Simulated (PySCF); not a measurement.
**A run with a changed setting**

The sound run of [Lu(NH3)2]3+ (singlet in the valence; each metal's 4f electrons, 14 of them, lie in its core potential, out of spins and levels) uses PySCF 2.14.0, RKS PBE0, Lu lcecp-1-SVP with ECP60, N def2-SVP, H def2-SVP; non-relativistic Hamiltonian with scalar-relativistic core potentials where named; density fitting; no spin-orbit coupling, grid (50, 194), threshold 1e-8 and 55 cycles at the relaxed geometry:
```xyz
9

Lu    0.8241   -0.7640   -0.0002
N    -0.1331    0.1195    1.8858
H     0.4466    0.8184    2.3995
H    -1.0364    0.6232    1.7620
H    -0.3603   -0.5709    2.6338
N    -0.1260    0.1247   -1.8865
H     0.3706   -0.0942   -2.7773
H    -1.1013   -0.1792   -2.0956
H    -0.2010    1.1634   -1.9214
```
This run, with dm0 from free metal ions and neutral atoms, differs:

```python
mol = gto.M(atom='''
Lu     0.82407    -0.76399    -0.00020
N     -0.13305     0.11945     1.88577
H      0.44657     0.81843     2.39947
H      0.50484    -0.52597     0.30218
H     -0.36029    -0.57095     2.63377
N     -0.12599     0.12472    -1.88655
H      0.37058    -0.09421    -2.77726
H     -1.10128    -0.17918    -2.09560
H     -0.20099     1.16338    -1.92144''',
    basis={'Lu': 'lcecp-1-SVP', 'N': 'def2-SVP', 'H': 'def2-SVP'},
    ecp={'Lu': 'lcecp-1-SVP'},
    charge=3, spin=0)
mf = dft.RKS(mol, xc='PBE0')
mf.grids.atom_grid = (50, 194)  # f atoms: unpruned, at least (60, 302)
mf = mf.density_fit()  # fitting sets: Lu AutoAux, N def2-universal-JKFIT, H def2-universal-JKFIT
mf.conv_tol = 1e-08; mf.max_cycle = 83
mf.kernel(dm0)
mf.nuc_grad_method().kernel()
```

Task: What was changed, and how did it end?

Result: One atom was put far too close to the first. It converged in 13 cycles, 117.115 eV from the sound run, largest force component 352.36 eV/Å. The cycle limit differs too. These settings are unsound on purpose: the numbers aren't the compound's.
```
init E= -141.031732434385
cycle= 1 E= -145.473134458394  delta_E= -4.44  |g|= 2.82  |ddm|= 5.83
cycle= 2 E= -127.830814561577  delta_E= 17.6  |g|= 5.78  |ddm|= 9.15
cycle= 3 E= -146.933095438725  delta_E= -19.1  |g|= 1.05  |ddm|= 9.12
cycle= 4 E= -146.393691346489  delta_E= 0.539  |g|= 1.67  |ddm|= 5.74
cycle= 5 E= -147.298559622677  delta_E= -0.905  |g|= 0.602  |ddm|= 4.81
...
cycle= 11 E= -147.403812239786  delta_E= -1.48e-06  |g|= 0.00014  |ddm|= 0.00528
cycle= 12 E= -147.403812262492  delta_E= -2.27e-08  |g|= 9.75e-05  |ddm|= 0.000934
cycle= 13 E= -147.40381227138  delta_E= -8.89e-09  |g|= 8.38e-05  |ddm|= 0.000643
Extra cycle  E= -147.40381221939  delta_E= 5.2e-08  |g|= 0.000427  |ddm|= 0.000817
converged SCF energy = -147.40381221939
```

Run from Python with OMP_NUM_THREADS=2; the lines above give its settings.
It took 3.4 s on 2 threads of Intel(R) Xeon(R) 6975P-C (Granite Rapids), with other jobs on the host.

An lcecp potential fixes the number of 4f electrons, so in runs with it no electron can move into or out of that shell.
